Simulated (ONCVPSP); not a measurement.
## titanium (Ti): variants of one ONCV potential

Base potential:

ONCVPSP 4.0.1 input, shortened (lines: element, Z, core and valence counts, functional; n l f; lmax; l rc ep ncon nbas qcut; lloc lpopt rc5 dvloc0; l nproj debl; icmod fcfact rcfact), PBE, scalar-relativistic:

```
  Ti 22.00    5    3        4      upf
    1    0    2.00
    2    0    2.00
    2    1    6.00
    3    0    2.00
    3    1    6.00
    3    2    2.00
    4    0    1.50
    4    1    0.50
    2
    0    2.40    0.00    3    7    2.50
    1    4.00    0.00    4    7    1.90
    2    1.70    0.00    5   10    9.40
    4    5    1.65    3.00
    0    2    0.50
    1    2    0.30
    2    3    3.80
    2    0.40    1.10
```

Cutoffs, loose and tight: the cutoffs (Ha) at which the residual kinetic energy of the hardest occupied pseudo-wave falls to 1 and 0.1 mHa per electron. They do not see the model core or the augmentation charge, which bear on the density cutoff. Test errors are all-electron minus pseudo excitation energies from the reference, over the configurations 3d2 4s2 4p0; 3d2 4s1 4p0; 3d2 4s0 4p0; 3d1 4s2 4p0. A dash means not determined; rows that change the core or the reference have their own tests.

```csv
change,outcome,"cutoff, loose","cutoff, tight",bound ghosts,GHOST(+) flags above zero,largest test error (meV)
base,generated,34 Ha,38 Ha,none,s,-226
s: debl 3.2,generated,34 Ha,38 Ha,none,s,-229
p: qcut 1.7,generated,34 Ha,38 Ha,none,s,-227
p: rc 3.42,generated,34 Ha,38 Ha,none,s,-221
fully relativistic,generated,34 Ha,38 Ha,none,s,-227
```
